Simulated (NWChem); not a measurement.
System: CH$_{3}$FO$_{3}$Si; SMILES O=C[Si](O)(O)F

NWChem input:

```
start job
memory heap 200 mb stack 900 mb global 1100 mb
geometry units angstroms noautoz
  O      0.266971     2.125915     0.459538
  C     -0.524727     1.384001    -0.104579
  Si    -0.065555    -0.472800    -0.154764
  O     -1.260379    -1.397280     0.489651
  O      1.333899    -0.587705     0.694954
  F      0.151650    -0.900536    -1.687520
  H     -1.453206     1.808218    -0.547914
  H     -0.984219    -2.068644     1.130220
  H      1.655968     0.297145     0.942765
end
basis spherical
  * library def2-tzvp
end
dft
  xc b3lyp
  iterations 150
  semidirect filesize 400000000
  mulliken
end
task dft energy
```

All runs use the structure optimised with B3LYP/6-31G* (spherical d). B3LYP is NWChem's, with the RPA form of VWN correlation.

**Question.** Give the results of this calculation. (B3LYP/def2-TZVP.) Quantities: energy (Ha); highest occupied level (eV); orbital gap (eV); dipole (D).

**Answer.** The energy (Ha) is -655.27 and the highest occupied level (eV) comes out as -7.51. The orbital gap (eV) is 5.13. The dipole (D) is 1.38.
